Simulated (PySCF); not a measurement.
SMILES CC(C)([SiH2][SiH2]O[SiH3])C, singlet (GFN2-xTB optimised geometry):

```
24

C     -0.382    -3.000     1.241
C      0.112    -2.261     0.000
C     -0.384    -2.997    -1.245
C      1.640    -2.261     0.000
Si    -0.550    -0.455     0.000
Si     0.087     0.657    -1.915
O     -0.333     2.216    -1.733
Si    -0.720     3.662    -1.132
H     -0.038    -2.505     2.147
H     -1.468    -3.033     1.264
H     -0.011    -4.025     1.254
H     -1.471    -3.017    -1.273
H     -0.026    -2.513    -2.153
H     -0.027    -4.027    -1.248
H      2.024    -3.282     0.014
H      2.026    -1.745     0.877
H      2.031    -1.767    -0.888
H     -2.015    -0.548     0.173
H     -0.079     0.166     1.256
H     -0.597     0.268    -3.155
H      1.527     0.698    -2.206
H      0.309     4.027    -0.159
H     -0.742     4.568    -2.277
H     -2.031     3.525    -0.500
```

Method: PBE/def2-SVP (PySCF).

Q: What are the frontier orbital energies and the dipole moment?

A: HOMO-2 -6.97 eV, HOMO-1 -6.85 eV, HOMO -6.24 eV, LUMO -1.26 eV, LUMO+1 -0.33 eV; dipole moment 0.85 D.

Meta-Löwdin charges at PBE/def2-SVP: C1 -0.30, C2 -0.11, C3 -0.30, C4 -0.30, Si5 0.29, Si6 0.60, O7 -0.77, Si8 0.71, H9 0.10, H10 0.10, H11 0.09, H12 0.10, H13 0.09, H14 0.10, H15 0.10, H16 0.10, H17 0.09, H18 -0.07, H19 -0.07, H20 -0.10, H21 -0.10, H22 -0.11, H23 -0.11, H24 -0.11.
